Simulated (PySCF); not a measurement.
GeBr₂.
InChI=1S/Br2Ge/c1-3-2

A linear-response calculation (PySCF, def2-SVPD basis, gas phase, vertical, core orbitals frozen in the response) gave these numbers; the functional is withheld.

Orbital energies (eV): HOMO-3 -9.11, HOMO-2 -8.41, HOMO-1 -8.02, HOMO -7.70, LUMO -3.48, LUMO+1 -1.19, LUMO+2 -0.97.

| state | E (eV) | f | main configurations (H = HOMO, L = LUMO) |
| --- | --- | --- | --- |
| S1 | 3.35 | 0.0071 | H→L (99%) |
| S2 | 3.47 | 0.0000 | H-1→L (100%) |
| S3 | 4.27 | 0.041 | H-2→L (93%) |
| S4 | 4.79 | 0.0067 | H-4→L (99%) |
| S5 | 5.00 | 0.0048 | H-3→L (88%), H→L+1 (9%) |
| S6 | 5.61 | 0.0000 | H-5→L (100%) |

Triplets, Tamm–Dancoff:

```
state  E (eV)  λ (nm)  main configurations (H = HOMO, L = LUMO)
   T1    2.55   486.8                                 H→L (97%)
   T2    3.35   370.2                              H-1→L (100%)
   T3    3.62   342.9                              H-2→L (100%)
   T4    4.13   300.0                               H-3→L (99%)
```

Vertical ionisation energy by ΔSCF with the same functional: 9.91 eV. Mean static polarisability: 79.5 au.

Question: Name the functional.
A. HF
B. wB97X-D
C. B3LYP
D. PBE

Answer: C. B3LYP is a global hybrid with 20% exact exchange. In this run −ε(HOMO) = 7.70 eV differs from the ΔSCF value by -2.22 eV, and S1 differs from the orbital gap of 4.21 eV by -0.86 eV. The ratio −ε(HOMO)/IP is 0.78. Small neutral molecules mostly give 0.67 to 0.83 with B3LYP, 0.5 to 0.7 with PBE, 0.89 to 0.99 with wB97X-D; with Hartree–Fock the ratio is 1 or more (Koopmans' value less the relaxation energy is the ΔSCF value). The other options: PBE, a GGA without exact exchange; HF, time-dependent Hartree–Fock, 100% exact exchange; wB97X-D, range-separated, 22% exact exchange at short range and 100% at long range (ω = 0.2 bohr⁻¹).

Theory: PySCF 2.14.0, density-fitted response routines, TDDFT B3LYP/def2-SVPD, vertical, gas phase, core orbitals frozen in the response. Isolated species at its PBE0-D3(BJ)/def2-SVP geometry, gas phase. The B3LYP/def2-SVPD calculation is non-relativistic and has no spin–orbit coupling, an omission that weighs most on bromine and germanium.
